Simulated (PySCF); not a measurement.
**UHF on Mg (magnesium, neutral)**

Configuration: [Ne] 3s2, closed-shell 1S. Computed with PySCF 2.14 in 6-31G* (4s3p1d, 18 functions), with no relativity, point nucleus.

| Item | Value |
| --- | --- |
| Total energy | -199.595219 hartree |
| One-electron energy | -279.4432 hartree |
| Hartree (Coulomb) energy | 95.8456 hartree |
| Exchange energy | -15.9976 hartree |
| Kinetic energy | 199.60485 hartree |
| ⟨S²⟩ | 0.0000 |
| ⟨L²⟩ | 0.000 |
| Sum of ⟨r⟩ | 12.24 bohr |
| Sum of ⟨r²⟩ | 29.38 bohr² |
| Density at the nucleus (Gaussians lack the cusp) | 1030 bohr⁻³ |
| Langevin diamagnetic susceptibility | -23.3 ×10⁻⁶ cm³/mol |
| Time after the integrals | 0.05 s of wall time on 1 thread of Neoverse-V1 (shared host) |

```csv
shell,electrons,mean orbital energy (hartree),"rms radius, mean of both spins (bohr)"
1s,2,-49.01974,0.152
2s,2,-3.76423,0.756
2p,6,-2.27904,0.773
3s,2,-0.25253,3.51
```
